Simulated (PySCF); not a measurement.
Relaxation of singlet Bi(OH)₃

These are results of PySCF, PBE0, basis Bi def2-SVP with ECP60, O def2-SVP, H def2-SVP (scalar-relativistic core potentials, no spin–orbit coupling, density fitting), not measurements. A (50,194) grid was used.

A start displaced from a saddle point along its imaginary mode, of C3 symmetry, held to at least that symmetry:

Coordinates in bohr (charge 0 multiplicity 1):
```
Bi    0.0000    0.0000   -0.0237
O     4.0663    0.0984    0.0888
O    -2.1184    3.4723    0.0888
O    -1.9479   -3.5707    0.0888
H     5.0694   -1.4282    0.2268
H    -1.2979    5.1043    0.2268
H    -3.7715   -3.6761    0.2268
```

Problem. What does it relax to?

Solution. It ends at C3 with Bi–O 2.087 Å (×3), O–H 0.968 Å (×3); Bi–O–H 107.8° (×3), O–Bi–O 94.5° (×3) (after a last refinement on a finer grid). A frequency run shows a minimum. Other isomers or separated fragments may lie lower.

Problem. How much energy is released, and in how many steps?

Solution. 181.7 kJ/mol in 24 steps.

Spin–orbit coupling, left out here, can matter for elements this heavy.
